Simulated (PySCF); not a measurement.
Constitutional and geometric isomers with formula C5H4O. Gas-phase values, no solvent. One relaxed conformer stands for each flexible species; it need not be the lowest. Strings in code marks are SMILES.

The four lowest singlet excitations (Tamm–Dancoff). Computed with ωB97X-D3(BJ)/def2-TZVP // PBE0-D3(BJ)/def2-TZVP (PySCF 2.14.0). Excitations are Tamm–Dancoff values on a coarser integration grid. The basis has no diffuse functions, so Rydberg states are missing or too high.

| state | energy (eV) | wavelength (nm) | oscillator strength |
|---|---|---|---|
| S1 | 6.48 | 191 | 0.005 |
| S2 | 6.78 | 183 | 0.220 |
| S3 | 7.06 | 176 | 0.057 |
| S4 | 7.24 | 171 | 0.004 |

### Question
Name which member gives these states.
A) `C#CC1=C[C@@H]1O`
B) `O=C=C1C=CC1`
C) `c1occ2c1C2`
D) `C#CC(=C)C=O`

### Answer
C, `c1occ2c1C2`
